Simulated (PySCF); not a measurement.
VOF3, SMILES [O]=[V]([F])([F])[F], multiplicity 1.

Geometry optimised at ωB97X-D3(BJ)/def2-SVP. The spin state was assumed, not searched. The isomer is the one that the SMILES or the coordinates give; other isomers of the formula were not compared.

These are PySCF with PBE0/def2-TZVP values and carry that method's errors.

The molecule is in vacuum.

Computed frontier levels, gap, dipole moment and polarisability:
```yaml
highest_occupied_level: -11.51 eV
lowest_empty_level: -3.95 eV
orbital_gap: 7.56 eV
dipole_moment: 0.24 D
quadrupole, principal values (traceless, Buckingham form, about the centre of nuclear charge): -0.37, -0.37, 0.74 D·Å
mean_static_polarisability: 31.7 bohr³ (4.70 Å³)
polarisability_principal_values: 30.3, 30.3, 34.5 bohr³
```
